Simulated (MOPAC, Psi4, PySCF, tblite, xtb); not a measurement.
Dimer H2 ··· HBr (SMILES [H][H] and Br) at R = 3.80 Å between the centres of mass, closest contact 2.43 Å (lowest of the rigid-body minima from ten starts at GFN2-xTB). Geometry in Å and degrees:

```
Br
H 1 1.4248
H 2 2.4251 1 170.85
H 3 0.7438 2 81.26 1 175.79
```

Levels of theory: GFN2-xTB (tblite); SAPT0/jun-cc-pVDZ, frozen core (Psi4); B3LYP/def2-TZVP, counterpoise-corrected (Psi4); B3LYP-D3(BJ)/def2-TZVP, counterpoise-corrected (Psi4); PBE/def2-TZVP, counterpoise-corrected (Psi4); PBE-D3(BJ)/def2-TZVP, counterpoise-corrected (Psi4); wB97X-V/def2-TZVP, counterpoise-corrected (Psi4); HF/aug-cc-pVTZ, counterpoise-corrected (Psi4); MP2/aug-cc-pVTZ = DF-MP2/aug-cc-pVTZ, frozen core, counterpoise-corrected (Psi4 1.11); SCS-MP2/aug-cc-pVTZ = Psi4 with DF-SCS-MP2/aug-cc-pVTZ, frozen core, counterpoise-corrected; MP2/aug-cc-pVDZ = DF-MP2/aug-cc-pVDZ, frozen core, counterpoise-corrected in Psi4; CCSD/aug-cc-pVDZ = DF-CCSD/aug-cc-pVDZ, frozen core, counterpoise-corrected run with Psi4; CCSD(T)/aug-cc-pVDZ = DF-CCSD(T)/aug-cc-pVDZ, frozen core, counterpoise-corrected (Psi4); PM3, restricted, heats of formation (MOPAC); AM1, restricted, heats of formation (MOPAC); GFN1-xTB (xtb); RKS-B3LYP/6-31G* = restricted B3LYP/6-31G*, spherical d, no counterpoise correction (PySCF); RKS-B3LYP/3-21G = PySCF with restricted B3LYP/3-21G, no counterpoise correction; RHF/6-31G* = PySCF with restricted Hartree-Fock/6-31G*, spherical d, no counterpoise correction; RMP2/3-21G = restricted MP2 (frozen core)/3-21G, no counterpoise correction (PySCF).

Problem. What interaction energy does each level give?

Solution. 
```
method                  E_int / kcal/mol
----------------------  ----------------
PM3                                -1.53
PBE-D3(BJ)/def2-TZVP               -0.67
GFN2-xTB                           -0.53
MP2/aug-cc-pVTZ                    -0.48
AM1                                -0.48
B3LYP-D3(BJ)/def2-TZVP             -0.42
PBE/def2-TZVP                      -0.40
MP2/aug-cc-pVDZ                    -0.38
wB97X-V/def2-TZVP                  -0.35
CCSD(T)/aug-cc-pVDZ                -0.34
SCS-MP2/aug-cc-pVTZ                -0.32
CCSD/aug-cc-pVDZ                   -0.29
RKS-B3LYP/3-21G                    -0.20
SAPT0/jun-cc-pVDZ                  -0.17
RKS-B3LYP/6-31G*                   -0.11
B3LYP/def2-TZVP                     0.00
GFN1-xTB                            0.04
HF/aug-cc-pVTZ                      0.13
RMP2/3-21G                          0.16
RHF/6-31G*                          0.25
```
